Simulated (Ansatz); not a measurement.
`BrC1BO1` + H₂S → `SC1BO1` + HBr  (substitution at a C–Br bond)

Calculated with Ansatz (gas phase, PBE0-D4/def2-TZVP geometries, no zero-point term in ΔE). CBS: MP2 limit from def2 TZ/QZ plus the TZ coupled-cluster correction, frozen cores. This one scheme is used for every species. DFT in def2-TZVPP. For Br outer-core shells are correlated without core-valence functions, which leaves a few kJ/mol of doubt a bond. Scalar relativity is left out up to krypton. One conformer a species, not always the lowest.

| species | r2SCANh-D4 energy (Eh) |
| --- | --- |
| `BrC1BO1` | -2713.47564 |
| H₂S | -399.37252 |
| `SC1BO1` | -538.11261 |
| HBr | -2574.74087 |

Problem. Work out ΔE.

Solution. ΔE = (-538.11261) + (-2574.74087) − (-2713.47564) − (-399.37252) = -0.00532 Eh = -14.0 kJ/mol. CCSD(T)/CBS gives -12.4 kJ/mol.

Largest T1 diagnostic among the species: 0.016.

In def2-TZVPP, CCSD(T) changes the Hartree–Fock value by −3.8 kJ/mol (the triples alone add −1.2 kJ/mol) and MP2 by −4.3 kJ/mol. Leaving LDA and LC-ωPBE aside and taking each functional with its dispersion term where it has one, the values, not all of them listed here, spread over 3.9 kJ/mol, from revPBE-D4 to BHLYP-D4. LDA lies −4.1 kJ/mol from PBE without D4.
